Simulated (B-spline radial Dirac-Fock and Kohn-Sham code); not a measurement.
**Form factor and incoherent scattering function of Pb⁴⁴⁺**

System: lead as Pb⁴⁴⁺, configuration [Kr] 4d2.

The computed values come from a radial finite-basis atomic code: relativistic Hartree-Fock (Dirac-Fock) wave functions, averaged over the configuration. f₀ is the Fourier transform of the spherical electron density, S the Waller-Hartree incoherent function, and s = sin θ/λ.

```
s (Å⁻¹)      f₀       S
      0  38.000   0.000
   0.08  37.903   0.090
   0.09  37.877   0.114
   0.11  37.817   0.170
   0.14  37.705   0.275
   0.17  37.566   0.403
   0.21  37.341   0.610
   0.26  36.998   0.922
   0.32  36.501   1.368
    0.4  35.704   2.069
   0.49  34.648   2.972
    0.6  33.174   4.188
   0.74  31.097   5.824
   0.91  28.443   7.819
   1.12  25.237  10.165
   1.38  21.715  12.802
    1.7  18.287  15.614
   2.09  15.246  18.411
   2.57  12.451  21.126
   3.16   9.682  23.842
   3.89   7.182  26.584
   4.79   5.502  29.177
    5.9   4.545  31.455
```

f₀ starts at the number of electrons, 38, and has fallen to half at s ≈ 1.63 Å⁻¹. The sum of ⟨r²⟩ over the electrons is 2.059 bohr².
